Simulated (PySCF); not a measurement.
Species: C8H8.
Atom-mapped SMILES: `[CH:1]1=[CH:2]\[CH:3]=[CH:4]/[CH:5]=[CH:6]\[CH:7]=[CH:8]/1` (hydrogens: H9 on C1; H10 on C2; H11 on C3; H12 on C4; H13 on C5; H14 on C6; H15 on C7; H16 on C8)

Theory: PBE/def2-SV(P) geometry optimisation, gas phase (PySCF).

Task: List the bond lengths, angles and torsions at this level.

Result: 
```
                  bond  length (pm)   order
C1=C2 and 3 like bonds        135.6  double
C1–C8 and 3 like bonds        147.5  single
C1–H9 and 7 like bonds        110.8  single
```

Bonds in one row agree within 1 pm and their mean is given. Orders are formal, as drawn. A selection of angles:
```
   angle  degrees
C2–C1–C8    127.6
C2–C1–H9    117.1
C8–C1–H9    115.1
```

Dihedral angles: C8–C1–C2–C3 0° (synperiplanar); C1–C2–C3–C4 53° (synclinal); C2–C3–C4–C5 0° (synperiplanar); C3–C4–C5–C6 -53° (synclinal); C4–C5–C6–C7 0° (synperiplanar); C5–C6–C7–C8 53° (synclinal); C6–C7–C8–C1 0° (synperiplanar); C2–C1–C8–C7 -53° (synclinal).

The C–C distances run from 1.356 Å (C3=C4, drawn double) to 1.475 Å (C4–C5, drawn single), a spread of 0.119 Å. Of the pairs four or more bonds apart, C4···C8 is among the closest relative to their van der Waals radii: 3.44 Å, 101 % of the sum of Bondi's values. The 8-membered ring C1–C2–C3–C4–C5–C6–C7–C8 has internal angles of 127.6° to 127.8°; it is puckered, 0.37 Å rms from its mean plane, widest ring torsion 53°.

Point group: D2d (tolerance 0.08 Å). No frequency check. One conformer, not necessarily the lowest.
